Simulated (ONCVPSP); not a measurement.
Be: excitation energies, all-electron against ONCV

```
Element                 : Be
Generator               : ONCVPSP 4.0.1
Type                    : optimised norm-conserving Vanderbilt (ONCV)
Functional              : LDA (Perdew-Zunger)
Relativity              : scalar-relativistic
Frozen core             : [He]
Valence charge          : 2
Reference configuration : 2s1.75 2p0.25
Partial waves           : 2s: rc 1.75 bohr, ncon 4, nbas 7, qcut 4.6 1/bohr, 1 projector; 2p: rc 4.00 bohr, ncon 4, nbas 8, qcut 3.5 1/bohr, 2 projectors, debl 1.3 Ha
Local potential         : polynomial inside 1.30 bohr (lpopt 1, dvloc0 2 Ha)
Core correction         : Teter function, fcfact 3, rcfact 1.5
```

Energies are relative to the spin-unpolarised reference configuration 2s1.75 2p0.25; without spin polarisation the order of configurations can differ from experiment.

| valence configuration | charge | ΔE all-electron (eV) | error AE − PS (meV) |
| --- | --- | --- | --- |
| 2s2 2p0 | 0 | -0.876 | -0.9 |
| 2s1 2p0 | +1 | 8.643 | +23 |
| 2s1.5 2p0 | +0.5 | 2.875 | +7.5 |

What are ΔE and the potential's error for 2s1 2p1?

ΔE = 2.643 eV all-electron; the error (AE − PS) is -8.2 meV.
